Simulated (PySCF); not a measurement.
Species: C₇H₁₀N (doublet state).
Z-matrix (Å and degrees, GFN2-xTB geometry), rows numbered from 1:
```
C 
C   1  1.3217
C   2  1.5023  1  124.26
N   3  1.4381  2  110.29  1  -118.41
C   4  1.3695  3  124.93  2   -90.92
C   5  1.4884  4  109.21  3   171.50
C   6  1.5008  5  101.05  4    -4.10
C   7  1.3465  6  109.19  5     1.71
H   1  1.0781  2  121.74  3    -3.16
H   1  1.0764  2  121.96  3   177.62
H   2  1.0815  1  120.96  3  -176.34
H   3  1.0954  2  110.27  1   122.26
H   3  1.0946  2  110.13  1     2.15
H   5  1.0706  4  121.24  3   -24.67
H   6  1.1043  5  113.11  4   116.01
H   6  1.1029  5  112.98  4  -124.33
H   7  1.0717  6  123.84  5  -179.40
H   8  1.0741  4  119.95  3    10.20
```

The hyperfine couplings belong to this conformer and change with its torsions.

As a line formula: `C=CCN1[CH]CC=C1` [radical].

Computed with UKS B3LYP, pcH-1 on C H N, non-relativistic, mean-field spin-orbit, GIAO (PySCF 2.14.0). One conformer (not necessarily the lowest) at the GFN2-xTB geometry, without solvent, vibrations or thermal averaging. Couplings are sensitive to structure, and on GFN2-xTB geometries they can be far from those on DFT ones. No stability test was run, so a lower SCF solution isn't excluded.

The largest Mulliken spin populations are on C5 (+0.76), C7 (+0.20), C6 (-0.10) and N4 (+0.10). The positive populations add up to 1.22 and the negative ones to -0.22, together 2S = 1. The angles at C5 add up to 357.7°, so it is nearly planar; its axial dipolar tensor and the negative coupling of its proton fit spin in a p orbital normal to that plane.

(1) Test a(H) = Q·ρ(C) for the protons on planar carbons with a spin population beyond ±0.08.

## Answers

(1) 
```
  H   C    ρ(C)  a(H) (G)  a/ρ (G)
H14  C5  +0.761    -14.32    -18.8
H17  C7  +0.196     -4.64    -23.7
```

A least-squares line through the origin gives Q = -19.1 G with Mulliken populations.

Couplings in gauss use g_iso = 2.0027.
